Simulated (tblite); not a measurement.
Compound: CH₄AsGeN₂ (doublet state).
Numbering: `[N:1]#[C:2][Ge@@H:3]([NH2:4])[AsH:5]` (hydrogens: H6 on Ge3; H7, H8 on N4; H9 on As5)
Bond orders are those of one Lewis drawing.

Computed with GFN2-xTB (tblite), gas phase: L-BFGS steps from a force-field or distance-geometry start until the largest atomic force falls under 0.01 eV/Å.

Geometry at step 2:
```
atom  x, y, z in Å
N1      1.5833    2.3035   -0.5336
C2      0.9492    1.4648   -0.0789
Ge3    -0.0601   -0.0143    0.6897
N4     -1.5213   -0.2899   -0.4293
As5     1.3066   -1.9399    0.8151
H6     -0.5546    0.4356    2.0715
H7     -2.0566    0.5488   -0.5147
H8     -1.1709   -0.5432   -1.3422
H9      1.5381   -1.9594   -0.7027
```

Problem. Give the atomic forces at this geometry.

Solution. 
```
atom  Fx (eV/Å)  Fy (eV/Å)  Fz (eV/Å)
  N1      0.014     -0.015     -0.075
  C2     -0.074      0.152      0.264
 Ge3      0.077     -0.345     -0.014
  N4      0.667     -0.204      0.539
 As5      0.137     -0.177     -0.189
  H6     -0.051      0.151     -0.311
  H7     -0.470      0.405     -0.225
  H8     -0.203     -0.048     -0.235
  H9     -0.097      0.081      0.246
```

The largest, 0.88 eV/Å, acts on N4; the rms over all components is 0.260 eV/Å. The forces sum to zero within rounding, as they must for an isolated molecule in no field.

Problem. Give the force on N4 in Eh/bohr and in nN.

Solution. 0.881 eV/Å ÷ 51.422 = 0.01714 Eh/bohr, and 0.881 eV/Å × 1.602 = 1.41 nN.

Problem. How far is this geometry from the end of the optimisation?

Solution. 0.094 eV above it, and 0.134 Å rms away after alignment. The bonds farthest from their final lengths, with half the difference of the two atoms' forces along the bond (positive lengthens):

```tsv
bond	now (Å)	final (Å)	force along bond (eV/Å)
Ge3–N4	1.861	1.827	-0.41
As5–H9	1.535	1.513	-0.23
Ge3–H6	1.535	1.520	-0.04
N4–H7	0.999	1.010	+0.59
Ge3–As5	2.365	2.371	-0.06
C2–Ge3	1.949	1.954	+0.09
```

The angle farthest from its final value is Ge3–N4–H8, 108.0° against 117.5°.

Of the 4 listed bonds off by 0.010 Å or more, this force points towards the final length in 4.

The cost below is that of the whole relaxation. The run took 0.22 s wall on one thread, Arm Neoverse V2 (aarch64), shared host.
